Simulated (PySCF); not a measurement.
CH₃NO, charge -1, doublet, geometry from GFN2-xTB (a state made from the parent by changing its charge; the spin is typed, not shown lowest) (in this run its highest filled SCF level lies above zero, so its values depend strongly on the basis, on diffuse functions most of all). Base run: PySCF with TPSS/6-31G.

Geometry (Å):
```xyz
6

N     -1.1358     0.3241    -0.1907
C      0.3474     0.3490    -0.1749
O      1.0075    -0.5763     0.4618
H     -1.4858    -0.3934    -0.8496
H     -1.4087    -0.0167     0.7321
H      0.7005     0.6579    -1.1927
```
Charge -1, spin multiplicity 2.
Orbitals are unrestricted.
All else is at PySCF's defaults.
Base energy -169.77344 Eh.

Variants of this job, named by their change:

```csv
change,ΔE vs base (mEh),grid points,electrons on the grid
base,0.000,71528,25.00001
grids.level = 5,0.000,198696,25.00000
"grids.atom_grid = (30, 110)",0.384,14760,25.00023
grids.becke_scheme = stratmann,-0.002,71528,25.00001
grids.radi_method = delley,0.000,76896,25.00001
grids.prune = dft.gen_grid.sg1_prune,-0.010,31976,25.00002
"grids.atom_grid = (99, 590)",0.000,192720,25.00000
grids.level = 2,0.000,49528,25.00001
grids.level = 7,0.000,408632,25.00000
"grids.atom_grid = (50, 194)",-0.005,39352,25.00005
grids.level = 0,-34.276,5096,25.01428
```

Open shells are given as the SCF converged; they aren't shown to be the lowest states, and a large step between rows can be another state.
